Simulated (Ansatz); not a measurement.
The cluster Al₆Ge. Total charge 0; singlet. Geometry B3LYP-D4/def2-SVP, basis def2-TZVP, Ansatz.

Cartesian coordinates in Å:
```
Ge -1.5499 0.9857 1.7262
Al -1.5678 -0.0310 -0.5838
Al 0.3552 1.8031 0.0409
Al 2.0677 0.0338 0.7527
Al -0.0828 -1.2214 1.3713
Al 0.2276 -1.9170 -1.1551
Al 0.5500 0.3467 -2.1523
```

```csv
run,HOMO (eV),LUMO (eV)
A,-5.19,-3.15
B,-4.67,-3.69
C,-4.27,-3.43
D,-4.51,-3.66
```

Another isomer (singlet) lies 0.20 eV lower at PBE0-D4/def2-TZVP; other spin states weren't run for this one.

Task: The runs used BLYP, PBE, PBE0, r2SCAN. Estimate which is which.

Result: A PBE0 (25 % exact exchange); B r2SCAN (0 % exact exchange); C BLYP (0 % exact exchange); D PBE (0 % exact exchange). Exact exchange lowers occupied and raises empty levels; among semilocal functionals meta-GGAs tend to open the gap a little, and such runs are hard to tell apart. The gap grows from 0.84 eV (BLYP) to 2.04 eV (PBE0). The restricted singlet is unstable towards broken spin symmetry in Hartree–Fock (as tested in another run); at PBE0-D4/def2-TZVP, r2SCAN-D4/def2-TZVP, BLYP-D4/def2-TZVP, PBE-D4/def2-TZVP this wasn't settled.
